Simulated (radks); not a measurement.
The numbers below are computed, except where a source is named.
Task: Er+, 67 electrons, occupied as [Xe] 4f12 6s1. Level of theory: scalar-relativistic Kohn-Sham, BLYP, spin-polarised, spherical densities, finite nucleus; open shells are filled with parallel spins first (spin-orbit coupling, left out, can overturn this in heavy ions); Fermi nuclear charge, rms radius 5.2516 fm (a radial shooting solver on a logarithmic mesh with Libxc functionals). Some entries of the table are withheld. Estimate them.

orbital,occ.,eigenvalue (eV),r(max) (bohr)
1s up,1,-57374.93,0.01286
1s down,1,-57374.92,0.01286
2s up,1,-9644.572,0.07324
2s down,1,-9644.544,0.07324
2p up,3,-8532.533,0.05955
2p down,3,-8532.511,0.05955
3s up,1,-2166.055,0.2072
3s down,1,-2165.209,0.2072
3p up,3,-1827.696,0.2039
3p down,3,-1826.852,0.2038
3d up,5,-1403.663,0.1663
3d down,5,-1403.015,0.1663
4s up,1,-432.9308,0.4738
4s down,1,-431.1172,0.4738
4p up,3,-321.6203,0.4953
4p down,3,-319.8369,0.4953
4d up,5,-172.4664,0.5116
4d down,5,-170.7191,0.5116
5s up,1,-58.7011,(1)
5s down,1,-57.8242,(2)
5p up,3,-33.1213,1.273
5p down,3,-32.4456,1.279
4f up,7,-10.2242,0.5086
6s up,1,-9.3870,(3)
6s down,0,-8.7719,(4)
4f down,5,-8.6977,0.5095

Result: 
(1) 5s up r(max) (bohr): 1.110
(2) 5s down r(max) (bohr): 1.114
(3) 6s up r(max) (bohr): 3.133
(4) 6s down r(max) (bohr): 3.131
